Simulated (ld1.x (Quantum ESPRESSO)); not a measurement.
# Debugging a pseudopotential input (zinc (Zn), ld1.x (Quantum ESPRESSO) 7.5)

Command:

```bash
ld1.x < Zn.in > Zn.out
```

Input:

```
&input
   title='Zn', zed=30., rel=1, dft='PBESOL', iswitch=3,
   config='[Ar] 3d10 4s1 4p0',
   nld=3, rlderiv=1.50, eminld=-12.0, emaxld=5.0, deld=0.04
 /
 &inputp
   pseudotype=2, tm=.true., rho0=0.01, lloc=-2, rcloc=0.75,
   nlcc=.true., new_core_ps=.true.,
   file_pseudopw='Zn.UPF', file_wfcaegen='ae.wfc', file_wfcncgen='nc.wfc', file_beta='beta', file_chi='chi'
 /
3
3S  1  0   2.00   0.00  1.15  1.15  0.0
3P  2  1   6.00   0.00  0.90  0.90  0.0
3D  3  2  10.00   0.00  1.35  1.35  0.0
 &test
   configts(1)='3s2 3p6 3d10 4s1 4p0'
 /
```

This is an input that runs to its end, with one change: tm switched. The unchanged file is no sound one. ld1.x takes every shell without a wave as core, so the model core holds the 4s electrons as well and exchange and correlation see them twice. This cancels in the reference configuration, but the file is broken for other ones, and its errors say nothing about a proper core correction.

How does the run end?

The program runs through. The occupied levels of the test differ from the all-electron ones by at most 0.04012 Ry (unchanged input: 0.01851 Ry).

```
      Wfc   3D  rcut= 1.348  Using Troullier-Martins method

     ------------------- End of pseudopotential generation -------------------

     Computing logarithmic derivative in   1.49941
     Computing logarithmic derivative in   1.49941
     Computing the partial wave expansion
     R is outside the sphere for l=    0 j= 0.00
     R is outside the sphere for l=    1 j= 0.00
     R is outside the sphere for l=    2 j= 0.00

     ---------------------- Testing the pseudopotential ----------------------

     Zn
     scalar relativistic calculation

     atomic number is 30.00   valence charge is 20.00
     dft =PBESOL   lsd =0 sic =0 latt =0  beta=0.20 tr2=1.0E-14
     mesh =1201 r(mesh) =  99.36527 xmin = -7.00 dx = 0.01250

     n l     nl             e AE (Ry)        e PS (Ry)    De AE-PS (Ry)
     1 0     3S   1( 2.00)      -10.18654      -10.18652       -0.00001
     2 1     3P   1( 6.00)       -6.83114       -6.83123        0.00009
     3 2     3D   1(10.00)       -1.45468       -1.45469        0.00001
     2 0     4S   1( 1.00)       -1.02785       -1.06798        0.04012  !
     3 1     4P   1( 0.00)       -0.56657       -0.56794        0.00137

     eps = 5.6E-15  iter = 14

     Etot =   -3588.475779 Ry,   -1794.237890 Ha,  -48823.700232 eV
     Etotps =  -492.396294 Ry,    -246.198147 Ha,   -6699.392867 eV

     Ekin =     241.453684 Ry,     120.726842 Ha,    3285.144724 eV
     Encl =    -983.195171 Ry,    -491.597585 Ha,  -13377.051775 eV
     Ehrt =     379.051845 Ry,     189.525923 Ha,    5157.263084 eV
     Ecxc =     -91.534457 Ry,     -45.767229 Ha,   -1245.389735 eV
     (Ecc =     -47.894636 Ry,     -23.947318 Ha,    -651.639718 eV)
     Epseu=     -38.172195 Ry,     -19.086097 Ha,    -519.359165 eV

     ---------------------- End of pseudopotential test ----------------------
```
